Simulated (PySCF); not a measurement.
C2H5O2, SMILES [O]CCO, multiplicity 2.

Coordinates come from a B3LYP-D3(BJ)/def2-SVP optimisation. The isomer is the one that the SMILES or the coordinates give; other isomers of the formula were not compared. The values are those of a single conformer.

Method: TDA-ωB97X/def2-SVPD (PySCF 2.14.0).

Vertical excitations. Isolated molecule, no solvent.

```json
[
 {"state": "root 1", "energy (eV)": "0.37", "λ (nm)": "3349", "f": "0.000", "main pairs": "β HOMO→LUMO 95 %"},
 {"state": "root 2", "energy (eV)": "4.04", "λ (nm)": "307", "f": "0.026", "main pairs": "β HOMO−1→LUMO 70 %, β HOMO−3→LUMO 24 %"},
 {"state": "root 3", "energy (eV)": "4.87", "λ (nm)": "254", "f": "0.038", "main pairs": "β HOMO−3→LUMO 48 %, β HOMO−1→LUMO 23 %, β HOMO−2→LUMO 20 %"},
 {"state": "root 4", "energy (eV)": "5.68", "λ (nm)": "218", "f": "0.004", "main pairs": "β HOMO−2→LUMO 72 %, β HOMO−3→LUMO 13 %"},
 {"state": "root 5", "energy (eV)": "6.62", "λ (nm)": "187", "f": "0.002", "main pairs": "β HOMO−4→LUMO 72 %, β HOMO−6→LUMO 13 %"},
 {"state": "root 6", "energy (eV)": "7.37", "λ (nm)": "168", "f": "0.001", "main pairs": "α HOMO→LUMO 65 %, β HOMO−1→LUMO+1 9 %"},
 {"state": "root 7", "energy (eV)": "7.77", "λ (nm)": "160", "f": "0.010", "main pairs": "α HOMO→LUMO 10 %, β HOMO−1→LUMO+1 49 %, β HOMO→LUMO+1 20 %, β HOMO−1→LUMO+2 8 %"},
 {"state": "root 8", "energy (eV)": "7.86", "λ (nm)": "158", "f": "0.009", "main pairs": "β HOMO→LUMO+1 49 %, β HOMO−1→LUMO+1 19 %, β HOMO→LUMO+3 10 %, β HOMO→LUMO+2 9 %"},
 {"state": "root 9", "energy (eV)": "8.18", "λ (nm)": "152", "f": "0.048", "main pairs": "β HOMO−5→LUMO 87 %"},
 {"state": "root 10", "energy (eV)": "8.34", "λ (nm)": "149", "f": "0.015", "main pairs": "α HOMO−1→LUMO 71 %"}
]
```
Unrestricted roots are not spin-pure.
